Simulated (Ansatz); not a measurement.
The first iterations of a band of CH4OSi2 (8 atoms, charge 0, multiplicity 1).

These are results of Ansatz, RKS PBE0/STO-3G, not measurements.

* movable images: 5
* climbing image: yes
* spring: 5.0 eV/Å²
* optimiser: quadratic models (default)
* start path: through a guess of the saddle point
* force threshold: 0.05 eV/Å
* iteration limit: 60
* end points: relaxed

Image 0:

```xyz
8
Properties=species:S:1:pos:R:3
C -0.751 1.829 -0.353
Si -0.461 0.681 0.852
Si 0.988 -0.933 0.352
O 0.361 -2.462 -0.025
H -1.496 2.617 -0.233
H -0.181 1.934 -1.277
H 1.846 -1.349 1.462
H -0.307 -2.316 -0.778
```

Image 6:

```xyz
8
Properties=species:S:1:pos:R:3
C -0.749 1.836 -0.351
Si -0.475 0.672 0.841
Si 0.983 -0.934 0.346
O 0.366 -2.471 -0.020
H -0.178 1.949 -1.274
H -1.491 2.625 -0.226
H 1.848 -1.339 1.455
H -0.304 -2.337 -0.772
```

| iteration | highest image above the first end (eV) | largest band force component (eV/Å) |
| --- | --- | --- |
| 1 | 50.493 | 221.030 |
| 2 | 16.020 | 44.560 |
| 3 | 10.795 | 32.941 |
| 4 | 5.567 | 18.573 |
| 5 | 3.630 | 9.554 |
| 6 | 2.952 | 4.658 |
| 7 | 2.455 | 3.164 |
| 8 | 2.189 | 2.698 |
| 9 | 1.741 | 2.305 |
| 10 | 1.332 | 1.912 |
| 11 | 1.194 | 1.307 |
| 12 | 1.203 | 0.864 |
| 13 | 1.197 | 0.810 |
| 14 | 1.181 | 0.973 |
| 15 | 1.176 | 0.968 |
| 16 | 1.172 | 0.639 |
| 17 | 1.175 | 0.477 |
| 18 | 1.180 | 0.357 |
| 19 | 1.181 | 0.213 |
| 20 | 1.180 | 0.157 |

Does the band converge within its limit, and where does its top end?

The run ended unconverged. It ended after 60 iterations with the highest image 1.095 eV above the first end. The band didn't meet its force threshold, so its energies are provisional: the largest band force was still 0.08 eV/Å, and over the last iterations the top stayed at 1.10 eV. Limits of this set-up: minimal basis.

The run took 7.2 min on 1 thread of Arm Neoverse V1, with other jobs on the host, peak memory 0.09 GiB.
